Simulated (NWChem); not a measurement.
# Basis-set convergence for H₆Al₂

SMILES: [AlH3].[AlH3]
```xyz
8

Al     0.0000     0.0000    -1.3108
Al     0.0000     0.0000     1.3108
H      0.0000    -1.1479     0.0000
H     -1.4166     0.0000    -2.0040
H      1.4166     0.0000    -2.0040
H      0.0000     1.1479     0.0000
H     -1.4166     0.0000     2.0040
H      1.4166     0.0000     2.0040
```
Charge 0, spin multiplicity 1.

Everything below was run with NWChem. Structure: optimised with B3LYP/def2-SVP, a minimum by its harmonic frequencies.

Quantity: LUMO energy at the level B3LYP.

B3LYP has NWChem's definition, with VWN1-RPA local correlation. The Pople sets run with spherical d functions. The structure started from a generated list of species.

| basis | functions | LUMO energy (eV) |
|---|---|---|
| 3-21G | 38 | -1.37 |
| 6-31G* | 48 | -1.24 |
| pcseg-1 | 66 | -1.33 |
| def2-SVP | 66 | -1.27 |
| 6-311G** | 88 | -1.31 |
| def2-SVPD | 96 | -1.31 |
| def2-TZVP | 110 | -1.29 |
| def2-TZVPD | 140 | -1.31 |
| pcseg-2 | 152 | -1.32 |
| def2-TZVPP | 168 | -1.30 |

Smallest basis within 0.2 eV of def2-TZVPP, the largest set run: 3-21G, with 38 functions against 168 (also within reach: 6-31G*, pcseg-1, def2-SVP, 6-311G**, def2-SVPD, def2-TZVP, def2-TZVPD, pcseg-2). def2-TZVPP isn't the basis-set limit itself, and a small set can land close by cancellation.
